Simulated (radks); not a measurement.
These are the eigenvalues of the occupied orbitals of an atom or ion with whole-number occupations (hartree). Method: scalar-relativistic Kohn-Sham, BLYP, spin-unpolarised, spherical densities, finite nucleus; Fermi nuclear charge, rms radius of each element as measured or else 0.836 A^(1/3) + 0.57 fm; computed with a radial shooting solver on a logarithmic mesh with Libxc functionals.

1s: -1424.765
2s: -227.3192
2p: -203.8248
3s: -49.08093
3p: -41.57821
3d: -30.79108
4s: -10.37900
4p: -7.93857
4d: -4.40732
5s: -2.00909
5p: -1.38954
6p: -0.41910

Which element is it, and in what charge state? The configuration may be excited.

Answer. Z = 57, lanthanum, charge +2: La2+ in [Xe] 6p1. The list shows which subshells hold electrons but not how many an open one holds; the 1s level, -1424.8 hartree, gives Z - s = 53.4 by -(Z - s)^2/2, which with screening and relativity narrows Z to a few neighbours, and the depths of the outer levels then fix element, charge and occupations together.
